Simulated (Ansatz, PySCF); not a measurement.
Species: sum formula H3SiO, net charge 1, singlet state. It need not be the lowest isomer of its formula. 
Structure (B3LYP-D3(BJ)/def2-TZVP (Ansatz, a program for electronic structure) minimum search):
SMILES: [OH+]=[SiH2]
```xyz
5

Si     0.0725    -0.5300     0.0468
O     -0.2154     1.0068    -0.0900
H     -1.1321    -1.3548     0.1025
H      1.4469    -1.0376     0.1086
H      0.3927     1.7583    -0.1471
```
Charge +1, spin multiplicity 1.

Total electronic energies in hartree. Cores are frozen in the correlated levels unless marked. No spin-orbit coupling. No relativistic terms. Basis-set limits of correlation are two-point, X^-3; Hartree-Fock from the larger set. [CCSD(T)-MP2]/basis is that difference in the basis named.

```json
[
 {"level": "PBE0-D3(BJ)/def2-TZVPD", "program": "Ansatz + dftd3", "energy (Eh)": "-366.07191"},
 {"level": "PBE0-D4/def2-TZVPD", "program": "Ansatz + dftd4", "energy (Eh)": "-366.07126"},
 {"level": "PW6B95-D3(BJ)/def2-TZVPD", "program": "PySCF + dftd3", "energy (Eh)": "-366.62006"},
 {"level": "CAM-B3LYP/def2-TZVPD", "program": "Ansatz", "energy (Eh)": "-366.25942"},
 {"level": "LC-wPBE-D3(BJ)/def2-TZVPD", "program": "Ansatz + dftd3", "energy (Eh)": "-366.14061"},
 {"level": "B2GP-PLYP-D3(BJ)/def2-TZVPD", "program": "Ansatz + dftd3", "energy (Eh)": "-366.05508"},
 {"level": "RI-MP2/def2-TZVPPD", "program": "Ansatz", "energy (Eh)": "-365.67670"},
 {"level": "SCS-MP2/cc-pwCVTZ", "program": "Ansatz", "energy (Eh)": "-365.68869"},
 {"level": "CCSD/cc-pV(D+d)Z", "program": "Ansatz", "energy (Eh)": "-365.58148"},
 {"level": "CCSD(T)/aug-cc-pV(D+d)Z", "program": "Ansatz", "energy (Eh)": "-365.61438"},
 {"level": "CCSD(T)/aug-cc-pV(T+d)Z", "program": "Ansatz", "energy (Eh)": "-365.71515"},
 {"level": "CCSD(T)/cc-pVTZ", "program": "Ansatz", "energy (Eh)": "-365.70254"},
 {"level": "CCSD(T)/def2-TZVPPD", "program": "Ansatz", "energy (Eh)": "-365.70674"},
 {"level": "RI-MP2/CBS(cc-pV(T+d)Z,cc-pV(Q+d)Z)+[CCSD(T)-MP2]/cc-pV(Q+d)Z", "program": "Ansatz", "energy (Eh)": "-365.7608"},
 {"level": "CCSD(T)/CBS(def2-TZVPPD,def2-QZVPPD)", "program": "Ansatz", "energy (Eh)": "-365.7602"}
]
```

Totals of different functionals don't rank their quality; only differences between species are comparable.
